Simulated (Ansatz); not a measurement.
The same carbene extrusion along the group N, As, Sb.

Computed with Ansatz on PBE0-D4/def2-TZVP structures; ΔE is electronic, products minus reactants. CCSD(T)/CBS is the MP2 limit (def2-TZVPP, def2-QZVPP) plus CCSD(T) − MP2 in def2-TZVPP, frozen cores. This one scheme is used for every species. Triplets are unrestricted, without spin–orbit coupling. Elements past krypton have def2 core potentials. For As, Sb outer-core shells are correlated without core-valence functions, which leaves a few kJ/mol of doubt a bond. Scalar relativity is left out up to krypton. Each species was taken in one conformer, which may not be the lowest.

| reaction | HF/CBS(def2) (kJ/mol) | CCSD(T)/CBS(def2) (kJ/mol) |
| --- | --- | --- |
| `NC[SiH3]` → `[CH2]` (triplet) + `N[SiH3]` | 184 | 336 |
| `[SiH3]C[AsH2]` → `[CH2]` (triplet) + `[SiH3][AsH2]` | 268 | 418 |
| `[SiH3][CH2][SbH2]` → `[CH2]` (triplet) + `[SiH3][SbH2]` | 271 | 425 |

Largest T1 diagnostic: 0.014, for `[SiH3][SbH2]`.
